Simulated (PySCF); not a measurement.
# Working out the ionisation energy of K

K [Ar] 4s1 (2S) → K⁺ [Ar] (1S). Computed with PySCF 2.14 in x2c-QZVPPall, with the spin-free X2C one-electron Hamiltonian (Gaussian nucleus). Frozen: [Ne]. Energies in hartree (1 hartree = 27.21139 eV):

```tsv
part	K (lower)	K⁺ (upper)
UHF	-601.464016	-601.316196
CCSD correlation	-0.219151	-0.209154
(T)	-0.006641	-0.005879
```

Problem. What does Hartree-Fock give?

Solution. (-601.316196) − (-601.464016) = 0.147820 hartree = 4.022 eV.

Problem. What do CCSD and CCSD(T) give?

Solution. The CCSD correlation energies differ by 0.009997 hartree = 0.272 eV and the triples by 0.000762 hartree = 0.021 eV, so CCSD gives 4.294 eV and CCSD(T) 4.315 eV.

Measured between the centres of the two terms (NIST): 4.341 eV, so CCSD(T) (valence and next inner shell) is off by -0.026 eV.

What remains against the reference includes basis incompleteness, the frozen core and higher excitations.
